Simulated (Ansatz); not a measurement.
```xyz
11

C     1.775   -1.158   -0.354
Sn    0.358    0.419   -0.700
Al   -0.937    2.111    0.851
Si   -1.907   -0.049    0.595
H     1.563   -1.986   -1.030
H     2.785   -0.790   -0.536
H     1.690   -1.496    0.677
H     0.386    0.797   -2.379
H    -1.221    3.671    0.964
H    -1.237   -0.907    1.624
H    -3.255   -0.612    0.289
```

Charge 0, multiplicity 1. Sn takes the def2 core potential.

Task: List the CAM-B3LYP/def2-TZVPP orbital energies in eV (Ansatz 0.2.0). (Best estimate.)

Result: The calculation gave: Occupied: -1800.52, -1526.93, -278.65, -145.11, -140.28, -114.92, -100.45, -100.43, -100.41, -95.20, -95.13, -95.10, -75.65, -75.49, -75.43, -29.33, -29.31, -29.26, -29.21, -29.20, -20.91, -16.77, -14.40, -12.93, -12.88, -12.46, -11.24, -10.18, -9.65, -7.49, -7.08. Lowest empty: -1.37, 0.22, 0.54, 1.02, 1.44, 1.77, 2.08, 2.84.
